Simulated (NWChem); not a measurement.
System: GaN2H4Cl; SMILES [NH2][Ga]([NH2])[Cl]

Input file for NWChem:

```
start job
memory heap 200 mb stack 900 mb global 1100 mb
geometry units angstroms noautoz
  Ga    -0.008885    -0.372708     0.000000
  Cl    -0.004065     1.806007     0.000000
  N      0.130729    -1.192403     1.632501
  H     -0.161428    -0.645815     2.435024
  H     -0.190952    -2.150240     1.718178
  N      0.130729    -1.192403    -1.632501
  H     -0.190952    -2.150240    -1.718178
  H     -0.161428    -0.645815    -2.435024
end
basis spherical
  * library def2-svp
end
dft
  xc b3lyp
  iterations 150
  mulliken
end
task dft energy
```

Output (shortened):

```
             Northwest Computational Chemistry Package (NWChem) 7.3.0
             --------------------------------------------------------

 CS  symmetry detected

                             Geometry "geometry" -> ""
                             -------------------------

 Output coordinates in angstroms (scale by  1.889725989 to convert to a.u.)

  No.       Tag          Charge          X              Y              Z
 ---- ---------------- ---------- -------------- -------------- --------------
    1 Ga                  31.0000    -0.02696999     0.32471005     0.00000000
    2 Cl                  17.0000     0.01977209    -1.85350882     0.00000000
    3 N                    7.0000     0.09684553     1.14693975     1.63250100
    4 H                    1.0000    -0.18473990     0.59483125     2.43502400
    5 H                    1.0000    -0.24320667     2.09840961     1.71817800
    6 N                    7.0000     0.09684553     1.14693975    -1.63250100
    7 H                    1.0000    -0.24320667     2.09840961    -1.71817800
    8 H                    1.0000    -0.18473990     0.59483125    -2.43502400

 Effective nuclear repulsion energy (a.u.)     353.7960278778

      Symmetry information
      --------------------

 Group name             Cs
 Group number              2
 Group order               2
 No. of unique centers     5

                                 NWChem DFT Module
                                 -----------------

 Summary of "ao basis" -> "ao basis" (spherical)
 ------------------------------------------------------------------------------
       Tag                 Description            Shells   Functions and Types
 ---------------- ------------------------------  ------  ---------------------
 Ga                         def2-svp                12       32   5s4p3d
 Cl                         def2-svp                 8       18   4s3p1d
 N                          def2-svp                 6       14   3s2p1d
 H                          def2-svp                 3        5   2s1p

      Symmetry analysis of basis
      --------------------------

        a'         59
        a"         39

            General Information
            -------------------
          SCF calculation type: DFT
          Wavefunction type:  closed shell.
          No. of atoms     :     8
          No. of electrons :    66
           Alpha electrons :    33
            Beta electrons :    33
          Charge           :     0
          Spin multiplicity:     1
          Use of symmetry is: on ; symmetry adaption is: on
          Maximum number of iterations: 150
          AO basis - number of functions:    98
                     number of shells:    44
          Convergence on energy requested:  1.00D-06
          Convergence on density requested:  1.00D-05
          Convergence on gradient requested:  5.00D-04

              XC Information
              --------------
                         B3LYP Method XC Potential
                     Hartree-Fock (Exact) Exchange  0.200
                        Slater Exchange Functional  0.800 local
                    Becke 1988 Exchange Functional  0.720 non-local
              Lee-Yang-Parr Correlation Functional  0.810
                  VWN I RPA Correlation Functional  0.190 local

             Grid Information
             ----------------
          Grid used for XC integration:  medium
          Radial quadrature: Mura-Knowles
          Angular quadrature: Lebedev.
          Tag              B.-S. Rad. Rad. Pts. Rad. Cut. Ang. Pts.
          ---              ---------- --------- --------- ---------
          Ga                  1.30      112           8.0       590
          Cl                  1.00       88          11.0       590
          N                   0.65       49          11.0       434
          H                   0.35       45          12.0       434
          Grid pruning is: on
          Number of quadrature shells:   339
          Spatial weights used:  Erf1

      Superposition of Atomic Density Guess
      -------------------------------------

 Sum of atomic energies:       -2492.78485947

      Non-variational initial energy
      ------------------------------

 Total energy =   -2494.016495
 1-e energy   =   -4174.103966
 2-e energy   =    1326.291443
 HOMO         =      -0.344644
 LUMO         =      -0.021560

      Symmetry analysis of molecular orbitals - initial
      -------------------------------------------------

  Numbering of irreducible representations:

     1 a'          2 a"

  Orbital symmetries:

     1 a'          2 a'          3 a'          4 a"          5 a'
     6 a'          7 a'          8 a"          9 a'         10 a'
    11 a"         12 a'         13 a'         14 a"         15 a'
    16 a'         17 a'         18 a"         19 a'         20 a"
    21 a"         22 a'         23 a'         24 a'         25 a'
    26 a'         27 a"         28 a"         29 a'         30 a'
    31 a"         32 a'         33 a"         34 a'         35 a'
    36 a"         37 a'         38 a'         39 a'         40 a"
    41 a'         42 a"         43 a'

     ---------------------------------------------
      Total Density - Mulliken Population Analysis
     ---------------------------------------------

    Atom       Charge   Shell Charges
 -----------   ------   -------------------------------------------------------
    1 Ga  31    29.76   2.00  2.00  2.00  0.75  0.08  6.00  5.98  0.55  0.26  8.10  1.83  0.22
    2 Cl  17    17.51   2.00  1.99  1.23  0.72  5.94  2.18  3.44  0.01
    3 N    7     7.84   1.99  1.04  0.47  2.58  1.76  0.01
    4 H    1     0.76   0.60  0.12  0.05
    5 H    1     0.76   0.59  0.12  0.05
    6 N    7     7.84   1.99  1.04  0.47  2.58  1.76  0.01
    7 H    1     0.76   0.59  0.12  0.05
    8 H    1     0.76   0.60  0.12  0.05

[...]
```

Level: B3LYP/def2-SVP. Coordinates come from a B3LYP/6-31G* (spherical d) optimisation.
